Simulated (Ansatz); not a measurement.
Mulliken charges of CH$_{3}$Cl$_{3}$HfSe, SMILES `C[Se][Hf]([Cl])([Cl])[Cl]` from r2SCAN/def2-TZVPP in Ansatz (PBE0-D4/def2-TZVP geometry).

```
atom   x (Å)   y (Å)   z (Å)  charge (e)
  C1  -0.026  -1.330   0.950      -0.200
 Se2   1.545  -0.762  -0.105      -0.130
 Hf3   0.160   1.186  -0.904       0.728
 Cl4  -1.731   0.366  -1.996      -0.247
 Cl5   1.495   2.429  -2.334      -0.221
 Cl6  -0.509   2.440   0.946      -0.247
  H7   0.264  -1.338   1.997       0.113
  H8  -0.889  -0.668   0.836       0.090
  H9  -0.310  -2.323   0.611       0.113
```

Task: By hand: the dipole of these point charges (1 e Å = 4.8032 D).

Result: Σ q r = (0.059, -0.475, 0.311) e Å, of length 0.571 e Å = 2.74 D.

Task: How does the dipole of the full density compare? (An estimate is asked.)

Result: Ansatz gave: (-0.080, -0.293, 0.240) e Å, 1.86 D; the point charges give 1.47 times that, at 19° from its direction.

Point charges leave out the atoms' own dipoles, such as those of lone pairs, and Mulliken's split depends on the basis, so the two needn't agree.
